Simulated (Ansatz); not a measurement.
`C[O][Sc]([Cl])[O][SiH3]` at its PBE0-D4/def2-TZVP geometry, where that method's forces vanish. Charge 0, multiplicity 1.

```xyz
12

C     2.3162   -1.5714    0.5741
O     0.9449   -1.3627    0.4873
Sc   -0.8383   -0.9522    0.3273
Cl   -2.4694   -2.5157    0.8648
O    -1.3054    0.7647   -0.2806
Si   -1.6140    2.2751   -0.8155
H     2.8685   -0.6676    0.2944
H     2.5990   -1.8466    1.5958
H     2.6239   -2.3839   -0.0928
H    -3.0803    2.5178   -0.8781
H    -1.0410    2.4642   -2.1765
H    -1.0042    3.2783    0.1000
```

(1) What forces (eV/Å) does PBE-D4/def2-TZVPP give on these atoms in the Gaussian-basis code of Ansatz? (Estimate.)

## Answers

(1) Ansatz gave: 
```
C1   0.209 -0.018  0.010
O2  -0.139 -0.008  0.001
Sc3 -0.206 -0.120  0.040
Cl4 -0.095 -0.099  0.034
O5   0.039 -0.236  0.083
Si6 -0.077  0.358 -0.126
H7   0.142  0.189 -0.058
H8   0.077 -0.065  0.217
H9   0.082 -0.178 -0.138
H10 -0.156  0.035 -0.010
H11  0.059  0.028 -0.146
H12  0.064  0.114  0.094
```
